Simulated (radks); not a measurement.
Initial-state core-level shifts of the copper ion Cu2+ when its valence configuration changes from [Ar] 3d9. All-electron calculation, non-relativistic Kohn-Sham, PBE, spin-polarised, spherical densities, point nucleus; open shells are filled with parallel spins first. Program: a radial shooting solver on a logarithmic mesh with Libxc functionals. Shifts are changes of the shell-averaged eigenvalues in eV (positive: less bound); the change of the density at the nucleus, which sets a Mossbauer isomer shift, is in e/bohr^3, on a base of 1.664e+04.

valence,1s,2s,3s,3p,density at nucleus
3d8.5 4s0.5,-3.924,-4.349,-3.782,-3.697,+5.818
3d8 4s1,-8.135,-9.034,-7.758,-7.582,+12.474
3d7 4s1 4p1,-18.729,-20.672,-17.561,-17.183,+16.827
3d7.5 4s1 4p0.5,-13.326,-14.720,-12.612,-12.336,+14.551
3d6 4s1 4p2,-30.142,-33.328,-27.677,-27.094,+21.962
3d8.5 4p0.5,-4.670,-5.059,-4.532,-4.445,+0.961
3d8 4p1,-9.586,-10.424,-9.216,-9.034,+2.109
3d8 4s0.5 4p0.5,-8.865,-9.733,-8.491,-8.312,+7.330
3d7 4s2,-17.563,-19.505,-16.400,-16.035,+27.616
